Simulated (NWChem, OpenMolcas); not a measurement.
# How basis sets differ on GaCNCl2 (SMILES N#[C][Ga]([Cl])[Cl])

GaCNCl2 has 5 atoms, charge 0, and is taken as a singlet. SMILES: `N#[C][Ga]([Cl])[Cl]`. The coordinates come from a PBE0-D4/def2-TZVP relaxation.

Quantity: the dipole moment, in D. The values are calculated.

```tsv
level	kind	program	value (D)	CPU time
HF/ANO-R0 (sfX2C)	Hartree–Fock	OpenMolcas	1.02	3.8 s
HF/ANO-S-MB	Hartree–Fock	OpenMolcas	1.87	6.7 s
HF/STO-3G	Hartree–Fock	NWChem	0.77	12 s
HF/3-21G	Hartree–Fock	NWChem	0.68	10 s
HF/cc-pVDZ	Hartree–Fock	OpenMolcas	1.80	16 s
HF/def2-SVP	Hartree–Fock	NWChem	1.91	22 s
```

All-electron rows without a relativistic Hamiltonian named are non-relativistic. The values span 0.68 to 1.91 D. Magnitudes only. Sets without polarisation functions give poor dipoles. Times are those of the runs behind each value, whatever else they computed, on shared processors of several kinds: orders of magnitude only.
